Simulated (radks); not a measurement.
Task: Coulomb parameter of the 4d shell of the technetium ion Tc2+ in the model configuration [Kr] 4d4 5p1, as a second difference U = [E(n + 1) + E(n - 1) - 2 E(n)] / (1)^2 with all orbitals relaxed. "Bare": the charge of the atom changes with n. "Screened": the 5p shell takes up the change at fixed total charge, which measures U(4d,4d) + U(5p,5p) - 2 U(4d,5p). All-electron calculation, Dirac Kohn-Sham, PBE, spin-unpolarised, spherical densities, finite nucleus; open shells are shared between the two j in proportion to 2j + 1; Fermi nuclear charge, rms radius 4.4112 fm. Program: a radial shooting solver on a logarithmic mesh with Libxc functionals. Estimate both.

Result: U(bare) = 12.249 eV, U(screened by 5p) = 2.534 eV.
